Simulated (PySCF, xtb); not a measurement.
Ga(H)(F)(OMe) (CH4FGaO), SMILES [F][GaH][O]C.

GFN2-xTB in xtb at its own geometry gives an orbital gap of 4.33 eV and a dipole moment of 4.02 D.

Geometry optimised at B3LYP-D3(BJ)/def2-SVP. The structure was generated by enumeration; whether it is a known compound was not checked. The values are those of a single conformer.

### Question
What does PBE0/def2-TZVP (PySCF) give? (The exact figures need the calculation; the answer reports its results.)

### Answer
gap 7.26 eV (levels -8.22 and -0.97 eV), dipole 3.06 D.
